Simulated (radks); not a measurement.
Task: These are the eigenvalues of the occupied orbitals of an atom or ion with whole-number occupations (eV). Calculated with a radial shooting solver on a logarithmic mesh with Libxc functionals: non-relativistic Kohn-Sham, PBE, spin-unpolarised, spherical densities, point nucleus.

1s: -185.8868

Which element is it, and in what charge state? The configuration may be excited.

Result: Z = 4, beryllium, charge +3: Be3+ in 1s1. The 1s level, -6.8312 hartree, gives Z - s = 3.7 by -(Z - s)^2/2, which with screening narrows Z to a few neighbours, and the depths must fix Z and the occupations together.
